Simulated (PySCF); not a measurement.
# Two-photon absorption: SMILES ClC=C=C=Cc1cccs1, C₈H₅ClS

Geometry (Å), atoms numbered from 1 in this order:
```xyz
15

Cl    3.738    2.348   -0.495
C     3.578    1.249    0.831
C     2.481    0.555    1.028
C     1.411   -0.082    1.168
C     0.293   -0.771    1.343
C    -0.834   -0.662    0.475
C    -0.986    0.124   -0.643
C    -2.241   -0.028   -1.255
C    -3.039   -0.922   -0.607
S    -2.272   -1.601    0.768
H     4.448    1.192    1.465
H     0.212   -1.453    2.180
H    -0.213    0.781   -0.998
H    -2.543    0.504   -2.139
H    -4.037   -1.226   -0.854
```

The calculation used PySCF, TDDFT wB97X-D/def2-SVPD excited states, vertical, gas phase. Geometry: GFN2-xTB.

Q: Give the one- and two-photon strengths of the lowest singlets.

A: δ for parallel linear polarisation; σ at the peak of a Lorentzian of half width 0.1 eV, single beam; Ω is circular over linear.
| state | E (eV) | f | photon λ (nm) | δ (au) | σ (GM) | Ω | main |
| --- | --- | --- | --- | --- | --- | --- | --- |
| S1 | 3.75 | 0.765 | 662 | 251 | 1.29 | 0.86 | HOMO→LUMO 0.96 |
| S2 | 4.29 | 0.000 | 578 | <0.1 | 0.00 | – | HOMO−3→LUMO 0.62, HOMO→LUMO+1 0.30 |
| S3 | 4.43 | 0.000 | 560 | 0.25 | 0.00 | 1.50 | HOMO→LUMO+1 0.58, HOMO−3→LUMO 0.33 |
| S4 | 5.04 | 0.052 | 492 | 862 | 8.02 | 0.69 | HOMO−1→LUMO 0.91 |
| S5 | 5.52 | 0.053 | 449 | 9540 | 106.59 | 0.64 | HOMO−2→LUMO 0.90 |

Among these, the strongest one-photon state is S1, the strongest two-photon state S5, with a dipole change of 0.9 D (relaxed, norm of the difference vector).
